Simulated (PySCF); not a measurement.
In(F)2(GeH3) (F2GeH3In), SMILES [F][In]([F])[GeH3].

Coordinates come from a PBE0-D3(BJ)/def2-SVP optimisation. The structure was generated by enumeration; whether it is a known compound was not checked. The def2 effective core potentials stand for the cores of In; spin–orbit coupling is left out.

Level of theory: C-PCM-PBE0/def2-SVP run with PySCF.

The values are the electrostatic part of the solvation free energy, E(continuum) − E(gas) at the gas-phase geometry, in a cavity of scaled van der Waals radii (PySCF's table); cavitation and dispersion terms are not included. A continuum can't describe solvent molecules that bind to the metal. In vacuum the orbital gap is 6.94 eV. The dipole moment in vacuum is 4.66 D.

Question: Estimate the values in water (ε = 78.36), toluene (ε = 2.37), N,N-dimethylformamide (ε = 37.22). (The exact figures need the calculation; the answer reports its results.)

Answer: 
```json
[
 {"solvent": "water", "ε": "78.36", "ΔG(elec) (kcal/mol)": "-12.5", "dipole (D)": "5.55", "gap (eV)": "6.96"},
 {"solvent": "toluene", "ε": "2.37", "ΔG(elec) (kcal/mol)": "-7.0", "dipole (D)": "5.15", "gap (eV)": "6.97"},
 {"solvent": "N,N-dimethylformamide", "ε": "37.22", "ΔG(elec) (kcal/mol)": "-12.3", "dipole (D)": "5.54", "gap (eV)": "6.97"}
]
```
